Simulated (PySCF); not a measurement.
F3Sc. Atoms are numbered in the order given.

```xyz
4

Sc     0.0000     0.0000     0.0000
F     -1.8285     0.0000     0.0000
F      0.9142     1.5835     0.0000
F      0.9142    -1.5835     0.0000
```

Geometry optimised at B3LYP-D3(BJ)/def2-SVP. The isomer is the one that the SMILES or the coordinates give; other isomers of the formula were not compared.

Calculation: HF/def2-TZVPD run with PySCF.

Gas-phase values at a fixed geometry.

**Question.** Estimate the frontier levels, gap, dipole moment and polarisability. (The exact figures need the calculation; the answer reports its results.)

**Answer.** 
| Item | Result |
|---|---|
| highest occupied level | -16.50 eV |
| lowest empty level | 0.11 eV |
| orbital gap | 16.61 eV |
| dipole moment | 0.00 D |
| quadrupole, principal values (traceless, Buckingham form, about the centre of nuclear charge) | -7.82, -7.82, 15.63 D·Å |
| mean static polarisability | 21.7 bohr³ (3.21 Å³) |
| polarisability, principal values | 17.6, 23.7, 23.7 bohr³ |
